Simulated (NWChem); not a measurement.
All runs are NWChem calculations. System: F₃In, charge 0, spin multiplicity 1, displaced from the optimised geometry. The structure started from a generated list of species. Level: BLYP/def2-TZVP with def2 effective core potentials on In.

NWChem printed:

```
             Northwest Computational Chemistry Package (NWChem) 7.3.0
             --------------------------------------------------------

                                NWChem Input Module
                                -------------------

 Scaling coordinates for geometry "geometry" by  1.889725989
 (inverse scale =  0.529177249)

 Turning off AUTOSYM since
 SYMMETRY directive was detected!

                             Geometry "geometry" -> ""
                             -------------------------

 Output coordinates in angstroms (scale by  1.889725989 to convert to a.u.)

  No.       Tag          Charge          X              Y              Z
 ---- ---------------- ---------- -------------- -------------- --------------
    1 In                  49.0000     0.00000000     0.00000000     0.00001100
    2 F                    9.0000     0.00000000     0.00000000     1.99770000
    3 F                    9.0000    -1.73001300     0.00000000    -0.99888000
    4 F                    9.0000     1.73001300     0.00000000    -0.99888000

 Effective nuclear repulsion energy (a.u.)     387.6204733025

            Nuclear Dipole moment (a.u.)
            ----------------------------
        X                 Y               Z
 ---------------- ---------------- ----------------
     0.0000000000     0.0000000000    -0.0000018897

      Symmetry information
      --------------------

 Group name             C2v
 Group number             16
 Group order               4
 No. of unique centers     3

      Symmetry unique atoms

     1    2    3


 Summary of "ao basis" -> "" (spherical)
 ------------------------------------------------------------------------------
       Tag                 Description            Shells   Functions and Types
 ---------------- ------------------------------  ------  ---------------------
 *                         def2-tzvp                  on all atoms

                                 NWChem DFT Module
                                 -----------------

 Summary of "ao basis" -> "ao basis" (spherical)
 ------------------------------------------------------------------------------
       Tag                 Description            Shells   Functions and Types
 ---------------- ------------------------------  ------  ---------------------
 In                        def2-tzvp                16       50   6s5p3d2f
 F                         def2-tzvp                11       31   5s3p2d1f
[...]
     ---------------------------------

     L   x y z        total         alpha         beta         nuclear
     -   - - -        -----         -----         ----         -------
     0   0 0 0     -0.000000    -24.000000    -24.000000     48.000000

     1   1 0 0     -0.000000     -0.000000     -0.000000      0.000000
     1   0 1 0     -0.000000     -0.000000     -0.000000      0.000000
     1   0 0 1      0.000077      0.000331      0.000331     -0.000584

     2   2 0 0    -33.303747   -112.843865   -112.843865    192.383982
     2   1 1 0     -0.000000     -0.000000     -0.000000      0.000000
     2   1 0 1      0.000000      0.000000      0.000000      0.000000
     2   0 2 0    -24.019143    -12.009572    -12.009572      0.000000
     2   0 1 1     -0.000000     -0.000000     -0.000000      0.000000
     2   0 0 2    -33.304370   -112.851212   -112.851212    192.398054

            General Information
            -------------------
          SCF calculation type: DFT
          Wavefunction type:  closed shell.
          No. of atoms     :     4
          No. of electrons :    48
           Alpha electrons :    24
            Beta electrons :    24
          Charge           :     0
          Spin multiplicity:     1
          Use of symmetry is: on ; symmetry adaption is: on
          Maximum number of iterations: 100
          AO basis - number of functions:   143
                     number of shells:    49
          Convergence on energy requested:  1.00D-06
          Convergence on density requested:  1.00D-05
          Convergence on gradient requested:  5.00D-04

              XC Information
              --------------
                    Becke 1988 Exchange Functional  1.000
              Lee-Yang-Parr Correlation Functional  1.000

             Grid Information
             ----------------
          Grid used for XC integration:  medium
          Radial quadrature: Mura-Knowles
          Angular quadrature: Lebedev.
          Tag              B.-S. Rad. Rad. Pts. Rad. Cut. Ang. Pts.
          ---              ---------- --------- --------- ---------
          In                  1.55      123           9.0       590
          F                   0.50       49           9.0       434
          Grid pruning is: on
          Number of quadrature shells:   221
          Spatial weights used:  Erf1

          Convergence Information
          -----------------------
          Convergence aids based upon iterative change in
          total energy or number of iterations.
          Levelshifting, if invoked, occurs when the
          HOMO/LUMO gap drops below (HL_TOL):  1.00D-02
          DIIS, if invoked, will attempt to extrapolate
          using up to (NFOCK): 10 stored Fock matrices.

                    Damping( 0%)  Levelshifting(0.5)       DIIS
                  --------------- ------------------- ---------------
          dE  on:    start            ASAP                start
          dE off:    2 iters        100 iters           100 iters

      Screening Tolerance Information
      -------------------------------
          Density screening/tol_rho:  1.00D-10
          AO Gaussian exp screening on grid/accAOfunc:  14
          CD Gaussian exp screening on grid/accCDfunc:  20
          XC Gaussian exp screening on grid/accXCfunc:  20
          Schwarz screening/accCoul:  1.00D-08

                            NWChem DFT Gradient Module
                            --------------------------

  charge          =   0.00
  wavefunction    = closed shell

  Using symmetry

                         DFT ENERGY GRADIENTS

    atom               coordinates                        gradient
                 x          y          z           x          y          z
   1 In      0.000000   0.000000   0.000021    0.000000   0.000000   0.000025
   2 F       0.000000   0.000000   3.775106    0.000000   0.000000   0.014357
   3 F      -3.269251   0.000000  -1.887609   -0.012437   0.000000  -0.007191
   4 F       3.269251   0.000000  -1.887609    0.012437   0.000000  -0.007191

                 ----------------------------------------
                 |  Time  |  1-e(secs)   |  2-e(secs)   |
                 ----------------------------------------
                 |  CPU   |       0.04   |       4.39   |
                 ----------------------------------------
                 |  WALL  |       0.04   |       4.39   |
                 ----------------------------------------

 Task  times  cpu:        8.0s     wall:        8.0s

 Total times  cpu:        8.0s     wall:        8.0s
```

Task: Write an NWChem input that would produce this output.

Result: This is not unique; one that fits is 
```
start mol
memory heap 200 mb stack 900 mb global 1100 mb
geometry units angstroms nocenter noautoz
  In     0.000000     0.000000     0.000011
  F      0.000000     0.000000     1.997700
  F     -1.730013     0.000000    -0.998880
  F      1.730013     0.000000    -0.998880
  symmetry group C2v
end
basis spherical
  * library def2-tzvp
end
ecp
  In library def2-ecp
end
dft
  xc becke88 lyp
  semidirect memsize 60000000 filesize 0
  iterations 100
  tolerances tight
end
task dft gradient
```
